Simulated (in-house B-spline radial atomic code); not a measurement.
Configurations of Ne, with energies counted from [He] 2s2 2p6. Computed with a radial B-spline atomic code at the basis-set limit: Dirac-Hartree-Fock, average of configuration, Fermi nucleus of rms radius 3.0055 fm. Energies include first-order Breit, QED and recoil terms.

Occupations are held fixed; configurations that lie above the ionisation limit could autoionise.

| configuration | E - E(ref) (eV) | highest orbital | its <r> (bohr) |
| --- | --- | --- | --- |
| [He] 2s2 2p5 3d1 | 18.306 | 3d3/2 | 10.45 |
| [He] 2s2 2p5 5g1 | 19.278 | 5g9/2 | 27.5 |
| [He] 2s2 2p5 6f1 | 19.444 | 6f7/2 | 48 |
| [He] 2s1 2p6 4p1 | 48.086 | 4p3/2 | 14.25 |
| [He] 2s1 2p6 4f1 | 48.584 | 4f7/2 | 18 |
| [He] 2s1 2p6 5p1 | 48.657 | 5p3/2 | 25.32 |
| [He] 2s1 2p6 5d1 | 48.889 | 5d3/2 | 34.37 |
| [He] 2s1 2p6 6p1 | 48.928 | 6p3/2 | 39.4 |
| [He] 2s1 2p6 6g1 | 49.057 | 6g9/2 | 44 |

Problem. Order these further configurations by energy, lowest first.
A. [He] 2s1 2p6 3p1
B. [He] 2s2 2p5 4s1
C. [He] 2s2 2p5 6s1
D. [He] 2s2 2p5 4f1
E. [He] 2s1 2p6 4d1

Solution. B (17.974 eV), D (18.972 eV), C (19.211 eV), A (46.52 eV), E (48.582 eV).

Problem. How far above the reference does [He] 2s2 2p5 5d1 lie?

Solution. 19.276 eV; its least bound orbital is 5d3/2 with <r> = 34.39 bohr.

Problem. How far above the reference does [He] 2s1 2p6 6d1 lie?

Solution. 49.056 eV; its least bound orbital is 6d3/2 with <r> = 50.85 bohr.

Problem. How far above the reference does [He] 2s2 2p5 5s1 lie?

Solution. 18.838 eV; its least bound orbital is 5s1/2 with <r> = 20.78 bohr.
